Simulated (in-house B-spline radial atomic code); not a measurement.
# Ionising Pm with different functionals

Computed with an all-electron radial atomic-structure program (B-spline basis): scalar-relativistic (spin-free X2C) Hamiltonian, Fermi nucleus of rms radius 4.962 fm, spin-polarised at highest spin, spherical fractional occupations for the functionals, the average over the highest-spin determinants for Hartree-Fock. The ionisation energy is the difference of two self-consistent energies, [Xe] 4f5 6s2 → [Xe] 4f5 6s1, without Breit or QED terms; ε is the level of the shell that loses the electron (its least bound occupied spin orbital). There is no spin-orbit coupling in this Hamiltonian.

Hybrids are left out here: with spherical fractional occupations of an open shell their exact exchange keeps a self-interaction that integer-occupation calculations don't have.

| method | rung | ΔSCF (eV) | -ε(6s) (eV) |
| --- | --- | --- | --- |
| Hartree-Fock | Hartree-Fock | 4.54 | 4.71 |
| LDA VWN5 | LDA | 5.72 | 3.54 |
| LDA PW92 | LDA | 5.72 | 3.54 |
| LDA exchange-only | LDA | 4.66 | 2.71 |
| PBE | GGA | 5.51 | 3.40 |
| PBEsol | GGA | 5.49 | 3.42 |
| BLYP | GGA | 5.54 | 3.28 |
| RPBE | GGA | 5.47 | 3.36 |
| PW91 | GGA | 5.54 | 3.44 |
| BP86 | GGA | 5.66 | 3.54 |
| AM05 | GGA | 5.43 | 3.36 |
| OLYP | GGA | 5.33 | 3.11 |
| TPSS | meta-GGA | 5.38 | 3.38 |
| SCAN | meta-GGA | 5.14 | 3.38 |
| r2SCAN | meta-GGA | 5.19 | 3.41 |
| revTPSS | meta-GGA | 5.38 | 3.42 |

Problem. How do they compare with the NIST value?

Solution. NIST lists 5.582 eV (measured, ground level to ground level). Errors run from -1.04 to +0.14 eV; PW91 is closest (-0.04 eV), but part of that can be cancellation, since the calculations leave out spin-orbit coupling, Breit-QED terms, multiplet and fine-structure energies. Hartree-Fock also lacks correlation.
